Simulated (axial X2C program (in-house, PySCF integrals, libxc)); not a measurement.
# How long does PbH take?

A bond scan computed with an axial X2C code built on PySCF integrals. Basis: Pb dyall-cv3z [12s14p10d7f1g], H dyall-v3z [6s2p1d] (cores contracted in-house).

Input:
```json
{"zs": [82, 1], "q": 0, "bas": ["dyall-cv3z", "dyall-v3z"], "levels": ["PBE0", "HF", "r2SCAN0"], "cc": true, "r0": 1.76, "thr": -2.0, "nmax": 90, "npts": 10, "nst": 2, "ntry": 6}
```
```bash
python so2c.py task.json out
```

Keys: zs atomic numbers; q charge; bas basis sets; levels methods; cc coupled cluster on or off; r0 starting distance in Å; thr threshold in hartree for freezing inner shells (an s shell follows its p shell); nmax most natural virtual spinors; npts points on the curve; nst determinants followed; ntry starts of the search. HF also brings MP2.

Hardware: 1 thread of Arm Neoverse V1, on a shared host.

Wall time of one point of each curve, integrals apart:

| Hamiltonian | level | points | seconds a point |
| --- | --- | --- | --- |
| spin-free | PBE0 | 10 | 0.39 |
| spin-free | HF | 10 | 0.31 |
| spin-free | CCSD(T) (15 electrons, 90 virtuals) | 7 | 6.6 |
| spin-free | r2SCAN0 | 10 | 0.67 |
| 2c | PBE0 | 10 | 0.55 |
| 2c | HF | 10 | 0.59 |
| 2c | CCSD(T) (15 electrons, 90 virtuals) | 7 | 7.2 |
| 2c | r2SCAN0 | 10 | 0.88 |

The rest:

Search with its distance optimisation 24 s, atoms 42 s, whole task 200 s. Coupled cluster runs on the points near the minimum only. The program drops outer points, and coupled cluster, when its time limit (not in the input) nears; MP2, further determinants and curves that did not converge are not in the table.
